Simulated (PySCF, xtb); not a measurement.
B(Br)(Me)(OH) (CH4BBrO), SMILES CB(O)Br.

GFN2-xTB (xtb 6.7.1) at its own geometry gives an orbital gap of 5.21 eV and a dipole moment of 3.64 D.

Geometry optimised at PBE0-D3(BJ)/def2-SVP. Other conformers were not sampled.

**Question.** What does PBE/def2-TZVP (PySCF) give? (Estimate from the structure and the level; the computed values follow.)

**Answer.** gap 5.95 eV (levels -6.99 and -1.04 eV), dipole 0.72 D.
